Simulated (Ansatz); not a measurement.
```xyz
2

H    -0.0156   -0.0205   -0.7814
F     0.0308    0.0293    0.1029
```

Basis set: STO-3G (spherical functions). Correlated methods keep 1 orbital frozen. Charge 0, multiplicity 1.

Computed with Ansatz (development build ahead of 0.2.0); each method stands on the lowest determinant of its kind that the runs found. Restricted open shells among the atoms or ions are ROHF, correlated in semicanonical orbitals with singles.

Problem. Give the atomization energy at this shape (free ground-state atoms in the same class of orbitals less the molecule, no zero-point energy) of singlet HF by RHF-MP2, RHF.

Solution.

```json
{"method": "RHF-MP2", "atomization energy": "338.2 kJ/mol"}
{"method": "RHF", "atomization energy": "296.1 kJ/mol"}
```

Caution: the shape is not the minimum.

This basis has no polarisation functions and is too small for such energies, which can lie far from measured ones in either direction.
